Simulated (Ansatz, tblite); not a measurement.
Forces on In₃Sb₃H₁₂, a cluster cut from wurtzite InSb (hydrogen-capped) at its PBE-D4/def2-SVP geometry. Charge 0, multiplicity 1.

In the def2 sets In, Sb take a core potential; there is no spin–orbit coupling. The xTB rows come from tblite.

GFN1-xTB (tblite), largest force 0.88 eV/Å:

```xyz
18
positions Å, forces eV/Å
Sb   -0.910   -1.563    1.674    0.306    0.217   -0.139
In   -0.700    1.098    2.842   -0.163   -0.269   -0.819
Sb   -0.398    2.417    0.262    0.235   -0.312    0.045
In    0.731   -3.032   -0.232   -0.503    0.704   -0.083
Sb    0.739   -0.871   -2.184    0.092    0.127    0.364
In    1.375    1.967   -2.006   -0.654   -0.472    0.338
H    -1.188   -2.636    2.990   -0.162    0.188   -0.331
H    -2.519   -1.674    1.075    0.336   -0.103    0.295
H    -2.258    1.523    3.473    0.092    0.064    0.216
H     0.869    1.159    3.581   -0.137    0.064    0.131
H    -1.983    2.489   -0.405    0.376    0.184    0.197
H    -0.323    4.103    0.598   -0.225   -0.315   -0.154
H    -0.234   -4.322   -0.874    0.175   -0.164    0.044
H     2.327   -3.050    0.449   -0.051   -0.185   -0.058
H    -0.797   -0.946   -2.959    0.468   -0.058    0.013
H     1.607   -1.465   -3.547   -0.382    0.105    0.160
H     2.982    2.044   -1.356   -0.011    0.115   -0.164
H     0.679    2.755   -3.384    0.209    0.110   -0.055
```

GFN2-xTB (tblite), largest force 0.70 eV/Å:

```
Sb 0.139 -0.043 0.129
In -0.142 -0.212 -0.654
Sb 0.153 0.085 0.081
In -0.412 0.557 -0.071
Sb 0.196 -0.018 -0.001
In -0.532 -0.373 0.263
H -0.092 0.154 -0.252
H 0.211 -0.055 0.173
H 0.165 0.023 0.128
H -0.131 0.063 0.131
H 0.233 0.101 0.120
H -0.144 -0.255 -0.108
H 0.192 -0.048 0.072
H -0.046 -0.183 -0.054
H 0.284 -0.032 0.018
H -0.270 0.085 0.145
H -0.007 0.114 -0.160
H 0.203 0.037 0.041
```

r2SCAN-D4/def2-TZVP (Ansatz), largest force 0.38 eV/Å:

```
Sb -0.296 -0.186 0.123
In 0.014 0.004 0.012
Sb -0.240 0.290 -0.050
In 0.017 -0.013 0.011
Sb -0.096 -0.103 -0.352
In 0.021 0.009 0.008
H 0.061 0.201 -0.246
H 0.321 0.030 0.109
H 0.219 -0.058 -0.081
H -0.241 -0.006 -0.101
H 0.318 -0.027 0.134
H -0.006 -0.325 -0.063
H 0.142 0.176 0.091
H -0.240 -0.010 -0.107
H 0.313 0.015 0.164
H -0.171 0.116 0.269
H -0.239 -0.006 -0.109
H 0.104 -0.110 0.189
```
